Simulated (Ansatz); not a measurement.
Harmonic frequencies (cm⁻¹) at PBE0-D4/def2-TZVP from Ansatz: 7, 17, 38, 61, 71, 108, 127, 144, 413, 492, 543, 662, 707, 727, 729, 741, 750, 955, 958, 995, 1013, 1195, 1198, 1447, 1448, 1448, 1451, 2153, 2182, 2193, 3065, 3066, 3154, 3155, 3171, 3173.

Each molecule was computed in one conformer, which needn't be the lowest.

Q: Which molecule is it?
A. `C[CH2][InH][O][SiH3]`
B. `[SiH3][N]([SiH3])[InH2]`
C. `[CH3][In]([CH3])[O][SiH3]`
D. `C[CH2][In]([F])[F]`

A: C.
